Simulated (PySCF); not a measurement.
## Dipole response of V+ (vanadium, charge +1)

[Ar] 3d4, high-spin 5D determinant. All numbers are calculated (PySCF 2.14, no relativity, point nucleus, in dyall-av2z (16s12p7d2f, 101 functions)). Coupled (time-dependent) response in atomic units; α is the mean over directions. A double-zeta set is small for polarisabilities.

| method | mean α (bohr³) | α xx, yy, zz | C₆ (like pair) | S(−4) |
| --- | --- | --- | --- | --- |
| LC-wPBE | 13.92 | 12.10, 12.10, 17.57 | 50.32 | 318.5 |

S(−4) is the Cauchy moment in α(ω) = α(0) + S(−4) ω² + …

α(iu) at LC-wPBE:

```
u (hartree)  α(iu) (bohr³)
          0          13.92
     0.0500          13.19
      0.100          11.57
      0.200          8.558
      0.300          6.772
      0.500          4.942
      0.750          3.698
       1.00          2.884
       1.50          1.890
       2.00          1.334
       3.00         0.7698
       5.00         0.3549
```

A single London oscillator, α(iu) = α/(1 + u²/ω²), gives C₆ = (3/4) ω α². Matching the computed C₆ needs ω = 4 × 50.32 / (3 × 13.92²) = 0.346 hartree.

For an ion, C₆ is the dispersion term alone; charge-induced terms of lower order in 1/R come first.

The components differ because the open shell of this determinant is not spherical; for a pure term their mean is the scalar polarisability.
